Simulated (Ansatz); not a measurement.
Program: Ansatz. Geometries: PBE0-D4/def2-TZVP. ΔE: electronic, gas phase. CBS: MP2 limit from def2 TZ/QZ plus the TZ coupled-cluster correction, frozen cores. This one scheme is used for every species. DFT in def2-TZVPP. def2 core potentials past Kr. For Sn outer-core shells are correlated without core-valence functions, which leaves a few kJ/mol of doubt a bond. Each species was taken in one conformer, which may not be the lowest.

Reaction (ligand exchange at the Sn–O bond): `C[O][SnH]([F])[Cl]` + HCl → `[F][SnH]([Cl])[Cl]` + CH₃OH

(1) Is it downhill or uphill in electronic energy at CCSD(T)/CBS, and by how much? (Estimate.)

(2) What do these levels give: LDA (SPW92), r2SCAN0-D4, PBE0, RPA@PBE/def2-TZVPP, MP2/def2-SVP, CCSD(T)/def2-TZVPP? (An estimate is asked.)

Largest T1 diagnostic among the species: 0.014.

## Answers

(1) Ansatz gave: Downhill: ΔE = -0.57 eV.

(2) Ansatz gave: LDA (SPW92) -0.58, r2SCAN0-D4 -0.66, PBE0 -0.69, RPA@PBE/def2-TZVPP -0.50, MP2/def2-SVP -0.53, CCSD(T)/def2-TZVPP -0.54 eV.

From r2SCAN to r2SCAN0 (25 % exact exchange), in def2-TZVPP and without D4, ΔE moves by −0.05 eV. Leaving LDA and LC-ωPBE aside and taking each functional with its dispersion term where it has one, the values, not all of them listed here, spread over 0.12 eV, from HSE06-D4 to BLYP-D4. LDA lies +0.05 eV from PBE without D4.
